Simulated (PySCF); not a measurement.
**Broadened absorption spectrum of C5H6Se**

Species: C5H6Se.
Atom-mapped SMILES: `[CH3:1][c:2]1[cH:3][cH:4][se:5][cH:6]1` (hydrogens: H7, H8, H9 on C1; H10 on C3; H11 on C4; H12 on C6)

Structure used (PBE0-D3(BJ)/def2-SVP), in Å, numbered top down from 1:
```
atom  x, y, z in Å
C1    -1.7173   -0.2175    0.0249
C2    -0.2598    0.1279    0.0009
C3     0.7736   -0.8695   -0.0207
C4     2.0498   -0.3891   -0.0421
Se5    2.0788    1.4645   -0.0325
C6     0.2251    1.4079   -0.0038
H7    -2.3444    0.6845    0.0301
H8    -1.9972   -0.8195   -0.8546
H9    -1.9707   -0.8114    0.9178
H10    0.5522   -1.9398   -0.0203
H11    2.9738   -0.9660   -0.0610
H12   -0.3614    2.3265    0.0091
```

Level of theory: TDDFT CAM-B3LYP/def2-SVPD, vertical, gas phase, core orbitals frozen in the response (PySCF 2.14.0, density-fitted response routines). Relativistic effects, spin–orbit coupling among them, are left out although an element past zinc is present.

Computed states:

```json
{"state": "S1", "E (eV)": "5.30", "f": "0.0001"}
{"state": "S2", "E (eV)": "5.38", "f": "0.119"}
{"state": "S3", "E (eV)": "5.65", "f": "0.070"}
{"state": "S4", "E (eV)": "5.74", "f": "0.0025"}
{"state": "S5", "E (eV)": "6.45", "f": "0.036"}
{"state": "S6", "E (eV)": "6.54", "f": "0.0001"}
{"state": "S7", "E (eV)": "6.74", "f": "0.0002"}
{"state": "S8", "E (eV)": "6.88", "f": "0.0006"}
{"state": "S9", "E (eV)": "7.19", "f": "0.077"}
{"state": "S10", "E (eV)": "7.20", "f": "0.011"}
```

Broadening: Gaussians 0.25 eV wide at half height, area fixed by f = 4.319×10⁻⁹ ∫ε dν̃. The cross-section is σ = 3.8235×10⁻²¹ ε cm², given in Mb (10⁻¹⁸ cm²). The width is an assumption, not a result. The curve ends short of the highest state used, and states not computed would add to its high-energy end.

(1) Give the broadened spectrum and its maxima.

(2) On this curve, what absorbance would a 10⁻⁴ mol/L sample give at 248 nm over a 1 cm path?

(3) Coming from long wavelengths, where does ε first pass 100 L mol⁻¹ cm⁻¹?

## Answers

(1) 
```tsv
E (eV)	σ (Mb)
4.93	0.01
4.98	0.04
5.04	0.29
5.10	1.50
5.16	5.69
5.22	15.69
5.27	28.66
5.33	44.25
5.39	50.47
5.45	44.69
5.51	35.67
5.56	32.29
5.62	32.25
5.68	29.60
5.74	21.36
5.79	13.04
5.85	5.48
5.91	1.71
5.97	0.40
6.03	0.08
6.08	0.05
6.14	0.24
6.20	1.02
6.26	3.22
6.32	7.38
6.37	11.53
6.43	14.70
6.49	13.63
6.55	9.20
6.60	5.22
```

Maxima: 230 nm (5.39 eV), ε about 13000, made up of S2 (97%); 221 nm (5.62 eV), ε about 8400, made up of S2 (13%) and S3 (85%) (hardly more than a shoulder); 192 nm (6.45 eV), ε about 3900, made up of S5 (100%) (ε in L mol⁻¹ cm⁻¹; maxima over ε = 5, shares over 10%).

(2) 248 nm is 4.999 eV, where ε is about 20 L mol⁻¹ cm⁻¹, so A = ε c l ≈ 0.002 (Beer–Lambert, with the gas-phase spectrum and the assumed width).

(3) At about 246 nm (5.05 eV), 0.25 eV below S1.

The vertical ionisation energy (ΔSCF) is 8.58 eV, 1.38 eV above S10.

On one thread of an Arm Neoverse V1, on a shared host, this took 2.6 min of wall time.
